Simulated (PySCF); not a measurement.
Ge(Cl)2(OH)2 (Cl₂GeH₂O₂), SMILES [OH][Ge]([OH])([Cl])[Cl].

Geometry optimised at r2SCAN-D4/def2-SVP. Other conformers were not sampled.

These are r2SCAN-D4/def2-SVP (PySCF) values and carry that method's errors.

Frequencies are harmonic and unscaled.

```tsv
mode	ν (cm⁻¹)	IR (km/mol)	moving atoms (share of kinetic energy)
1	112	40.0	Cl 41 %, H 35 %, O 22 %
2	136	62.9	H 91 %
3	150	11.2	Cl 47 %, O 28 %, H 16 %, Ge 9 %
4	202	14.0	O 38 %, Ge 31 %, Cl 30 %
5	217	7.5	H 41 %, O 37 %, Cl 15 %
6	232	47.8	O 55 %, Cl 17 %, Ge 15 %, H 13 %
7	263	102.3	O 70 %, H 16 %
8	421	42.3	Cl 75 %, Ge 20 %
9	460	91.0	Cl 59 %, Ge 40 %
10	721	84.6	O 86 %, Ge 13 %
11	755	129.1	O 76 %, Ge 24 %
12	890	31.3	H 92 %
13	912	154.8	H 90 %, O 8 %
14	3825	135.3	H 94 %
15	3827	77.5	H 94 %
```
